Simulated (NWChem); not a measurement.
Program: NWChem. System: C2H4ClFSi, charge 0, spin multiplicity 1, at a geometry optimised with B3LYP/def2-SVP. The structure started from a generated list of species.

The NWChem input:

```
start mol
memory heap 100 mb stack 700 mb global 1900 mb
geometry units angstroms nocenter noautoz
  F      2.709693    -0.534921     0.000000
  Si     1.089551    -0.732981     0.000000
  C      0.352941     0.987434     0.000000
  C     -0.952739     1.266452     0.000000
  Cl    -2.184641     0.024305     0.000000
  H      0.722375    -1.491402     1.223775
  H      0.722375    -1.491402    -1.223775
  H      1.032341     1.849532     0.000000
  H     -1.380364     2.272794     0.000000
  symmetry group Cs
end
basis spherical
  * library cc-pvdz
end
scf
  rhf
  nopen 0
  maxiter 100
  thresh 1e-7
  semidirect memsize 60000000 filesize 0
end
tce
  freeze core 13
  cr-ccsd(t)
  2eorb
  2emet 13
  thresh 1e-6
  maxiter 100
  tilesize 24
end
task tce energy
```

The output up to the point where the run's verdict is printed (cleaned and shortened):

```
             Northwest Computational Chemistry Package (NWChem) 7.3.0
             --------------------------------------------------------

                                NWChem Input Module
                                -------------------

 Scaling coordinates for geometry "geometry" by  1.889725989
 (inverse scale =  0.529177249)

 Turning off AUTOSYM since
 SYMMETRY directive was detected!

                             Geometry "geometry" -> ""
                             -------------------------

 Output coordinates in angstroms (scale by  1.889725989 to convert to a.u.)

  No.       Tag          Charge          X              Y              Z
 ---- ---------------- ---------- -------------- -------------- --------------
    1 F                    9.0000     2.70969300    -0.53492100     0.00000000
    2 Si                  14.0000     1.08955100    -0.73298100     0.00000000
    3 C                    6.0000     0.35294100     0.98743400     0.00000000
    4 C                    6.0000    -0.95273900     1.26645200     0.00000000
    5 Cl                  17.0000    -2.18464100     0.02430500     0.00000000
    6 H                    1.0000     0.72237500    -1.49140200     1.22377500
    7 H                    1.0000     0.72237500    -1.49140200    -1.22377500
    8 H                    1.0000     1.03234100     1.84953200     0.00000000
    9 H                    1.0000    -1.38036400     2.27279400     0.00000000

 Effective nuclear repulsion energy (a.u.)     262.6007389870

            Nuclear Dipole moment (a.u.)
            ----------------------------
        X                 Y               Z
 ---------------- ---------------- ----------------
    -0.0000132281     0.0000000000     0.0000000000

      Symmetry information
      --------------------

 Group name             Cs
 Group number              2
 Group order               2
 No. of unique centers     8

      Symmetry unique atoms

     1    2    3    4    5    6    8    9


 Summary of "ao basis" -> "" (spherical)
 ------------------------------------------------------------------------------
[...]
            Beta electrons :    28
           No. of orbitals :   196
            Alpha orbitals :    98
             Beta orbitals :    98
        Alpha frozen cores :    13
         Beta frozen cores :    13
     Alpha frozen virtuals :     0
      Beta frozen virtuals :     0
         Spin multiplicity : singlet
    Number of AO functions :    98
       Number of AO shells :    46
        Use of symmetry is : on
      Symmetry adaption is : on
         Schwarz screening : 0.10D-09

          Correlation Information
          -----------------------
          Calculation type : Coupled-cluster singles & doubles w/ perturbation
   Perturbative correction : Completely renormalized (T)
            Max iterations :      100
        Residual threshold : 0.10D-05
     T(0) DIIS level shift : 0.00D+00
     L(0) DIIS level shift : 0.00D+00
     T(1) DIIS level shift : 0.00D+00
     L(1) DIIS level shift : 0.00D+00
     T(R) DIIS level shift : 0.00D+00
     T(I) DIIS level shift : 0.00D+00
   CC-T/L Amplitude update :  5-th order DIIS
                I/O scheme : Global Array Library
        L-threshold :  0.10D-05
        EOM-threshold :  0.10D-05
 no EOMCCSD initial starts read in
 TCE RESTART OPTIONS
 SLICE:      F
 D4D5:       F
 quantumc:   F
 qrotation:  F
 pwtce:      F
 qducc:      F
 nacto:                         0
 nrotv:                         0
 nrot:                          0

            Memory Information
            ------------------
          Available GA space size is     249027196 doubles
          Available MA space size is     104851652 doubles

 Maximum block size supplied by input
 Maximum block size        24 doubles

 tile_dim =     24

 -------------------------------------------------
   1    alpha     a'    11 doubles       0       1
   2    alpha     a"     4 doubles      11       2
   3    beta      a'    11 doubles      15       1
   4    beta      a"     4 doubles      26       2
   5    alpha     a'    23 doubles      30       5
   6    alpha     a'    24 doubles      53       6
   7    alpha     a"    23 doubles      77       7
   8    beta      a'    23 doubles     100       5
   9    beta      a'    24 doubles     123       6
  10    beta      a"    23 doubles     147       7

 Global array virtual files algorithm will be used

 Parallel file system coherency ......... OK

 4-electron integrals stored in orbital form

 v2    file size   =          6535189
 4-index algorithm nr.  13 is used
 imaxsize =       30
 imaxsize ichop =        0


CCSD iterations
 ---------------------------------------------------------
 Iter          Residuum       Correlation     Cpu    Wall
 ---------------------------------------------------------
    1   0.1976275194112  -0.6832712795653     1.7     1.7
    2   0.0548347886138  -0.7120162299151     1.8     1.8
    3   0.0199842176207  -0.7250866791936     1.6     1.6
    4   0.0087742174415  -0.7278179797361     1.6     1.6
    5   0.0041183468446  -0.7291011540541     1.5     1.5
    6   0.0012694439400  -0.7297090969456     1.8     1.8
    7   0.0005554674674  -0.7298727823568     1.7     1.7
    8   0.0002874725805  -0.7298758545164     1.8     1.8
    9   0.0001555254524  -0.7298789905274     1.6     1.6
   10   0.0000864088889  -0.7298841199847     1.5     1.5
   11   0.0000207905136  -0.7298843839771     1.6     1.6
   12   0.0000103132185  -0.7298889268950     1.6     1.6
   13   0.0000056270673  -0.7298892386588     1.6     1.6
   14   0.0000035405849  -0.7298895714229     1.6     1.6
   15   0.0000021668047  -0.7298896143139     1.5     1.5
   16   0.0000005666684  -0.7298896502480     1.5     1.5
 -----------------------------------------------------------------
 Iterations converged
 CCSD correlation energy / hartree =        -0.729889650248029
 CCSD total energy / hartree       =      -926.709578666128550

 Singles contributions

 Doubles contributions
 CR-CCSD(T)
```

The run crashed. NWChem stopped with the message: ccsd_t 3.
